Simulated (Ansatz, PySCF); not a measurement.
Molecule: 1,1-difluoro-2-methoxyethene, C$_{3}$H$_{4}$F$_{2}$O (charge 0, singlet). SMILES: COC=C(F)F
Structure (B3LYP-D3(BJ)/def2-TZVP (Ansatz, an electronic-structure program) minimum search):
```
C
C 1 1.3236
F 2 1.3203 1 125.49
F 2 1.3269 3 111.10 1 177.95
O 1 1.3602 2 121.42 3 2.86
H 1 1.0843 2 119.49 3 179.89
C 5 1.4239 1 113.89 6 44.52
H 7 1.0874 5 106.59 1 -175.83
H 7 1.0937 8 109.72 5 120.24
H 7 1.0953 8 109.39 9 119.83
```
Charge 0, spin multiplicity 1.

Wanted: vertical ionisation energy (to the doublet state of charge +1; each state is the SCF solution reached for its spin), in eV. Valence correlation only, unless marked. Open shells are spin-unrestricted. Spin-orbit coupling is left out. No relativistic terms. 

```json
[
 {"level": "HF/aug-cc-pVDZ", "program": "Ansatz", "vertical ionisation energy (eV)": "8.52"},
 {"level": "SVWN5/def2-TZVPD", "program": "Ansatz", "vertical ionisation energy (eV)": "9.11"},
 {"level": "PBE/def2-TZVPD", "program": "Ansatz", "vertical ionisation energy (eV)": "8.86"},
 {"level": "r2SCAN/def2-TZVPD", "program": "Ansatz", "vertical ionisation energy (eV)": "8.93"},
 {"level": "B3LYP/def2-TZVPD", "program": "Ansatz", "vertical ionisation energy (eV)": "9.15"},
 {"level": "PBE0/def2-TZVPD", "program": "Ansatz", "vertical ionisation energy (eV)": "9.11"},
 {"level": "BHLYP/def2-TZVPD", "program": "Ansatz", "vertical ionisation energy (eV)": "9.23"},
 {"level": "wB97M-V/def2-TZVPD", "program": "Ansatz", "vertical ionisation energy (eV)": "9.18"},
 {"level": "wB97X-V/def2-TZVPD", "program": "Ansatz", "vertical ionisation energy (eV)": "9.17"},
 {"level": "B2PLYP/def2-TZVPD", "program": "Ansatz", "vertical ionisation energy (eV)": "9.16"},
 {"level": "MP2/aug-cc-pVDZ", "program": "Ansatz", "vertical ionisation energy (eV)": "9.30"},
 {"level": "RI-MP2/aug-cc-pVTZ", "program": "Ansatz", "vertical ionisation energy (eV)": "9.46"},
 {"level": "CCSD/aug-cc-pVDZ", "program": "Ansatz", "vertical ionisation energy (eV)": "9.26"},
 {"level": "CCSD(T)/aug-cc-pVDZ", "program": "Ansatz", "vertical ionisation energy (eV)": "9.25"}
]
```

For comparison, minus the highest occupied orbital energy (PySCF): 9.88 eV at HF/def2-TZVPD, 6.07 eV at TPSSh/def2-TZVPD, 8.20 eV at M06-2X/def2-TZVPD.
